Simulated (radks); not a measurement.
The numbers below are computed, except where a source is named.
The indium ion In4+ is in [Kr] 4d9. Code: a radial shooting solver on a logarithmic mesh with Libxc functionals. Model: scalar-relativistic Kohn-Sham, PBEsol, spin-polarised, spherical densities, finite nucleus; Fermi nuclear charge, rms radius of each element as measured or else 0.836 A^(1/3) + 0.57 fm. Open shells are filled with parallel spins first. One electron is removed from 4s, 3d, 4p, 4d in turn, with full relaxation. Which removal costs least, and what does each cost?

Answer. 4d 73.471 eV; 4p 135.34 eV; 4s 177.58 eV; 3d 503.95 eV. The 4d electron leaves first.
